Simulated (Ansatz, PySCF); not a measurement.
Energy difference R1 + R2 → P1, each structure at its B3LYP-D3(BJ)/def2-TZVP stationary point, reached from a drawn start (curvature not checked).
R1: H2 (SMILES [H][H]), charge 0, multiplicity 1.
R2: OSi (SMILES [O+]#[Si-]), charge 0, multiplicity 1.
P1, H2OSi (SMILES O=[SiH2]) (charge 0, multiplicity 1):
```tsv
atom	x (Å)	y (Å)	z (Å)
Si	0.0000	0.0000	0.0346
O	0.0000	0.0000	1.5541
H	1.1752	0.3526	-0.7944
H	-1.1752	-0.3526	-0.7944
```

P less R. No zero-point or thermal terms.

Codes used: Ansatz (a first-principles code); PySCF for the D3/D4 terms. All values are computed, each at the level named.

### Question
One of these levels gives -5.59 kcal/mol for the reaction energy. Which one is it?
A) revPBE/def2-TZVPP
B) HF/cc-pV(D+d)Z
C) BLYP/def2-TZVPP
D) CAM-B3LYP-D3(BJ)/def2-TZVPP

### Answer
D, CAM-B3LYP-D3(BJ)/def2-TZVPP. The others give -7.10 (HF/cc-pV(D+d)Z), -0.26 (BLYP/def2-TZVPP), -2.08 (revPBE/def2-TZVPP)
